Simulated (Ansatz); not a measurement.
A made-up structure of CH3OSe (charge +1), singlet:

```
6
angstrom
C -0.9782 -0.0902 -0.7658
Se 0.6010 -0.9253 -0.0264
O 1.2035 0.5034 1.1409
H -1.6226 -0.7394 -1.5690
H -1.3165 1.0349 -0.4448
H 2.1128 0.2166 1.6650
```

It is relaxed with PBE-D4/def2-SVP and then PBE0-D4/def2-TZVP (Ansatz 0.2.0). Atoms count as bonded within 1.22 times the sum of their covalent radii (H–H: 0.88 Å). The end point is not checked to be a true minimum.

Does its bonding change? (A judgement: the text doesn't fix the answer.)

By the calculation: No: no bond forms or breaks.

Where it ends: The first stage lowers the energy by 1.21 eV in 5 steps. It ends as CH₃OSe ([CH2][Se][OH]), total charge +1:
```
6
angstrom
C -0.8733 -0.0805 -0.6837
Se 0.5366 -0.8263 -0.0233
O 1.0744 0.4493 1.0189
H -1.4488 -0.6601 -1.4009
H -1.1754 0.9241 -0.3974
H 1.8866 0.1934 1.4864
```

Labels in which every atom is bracketed show which atoms are joined, not bond orders.

For scale, one of the runs: PBE0-D4/def2-TZVP relaxation, 128 basis functions, launched by `ansatz run in.yaml --threads 2 --pin off --events-out ev --progress --plain --max-ram 4352MiB`. The run took about 18 s on 2 CPU threads of an Arm Neoverse V2 (shared host).
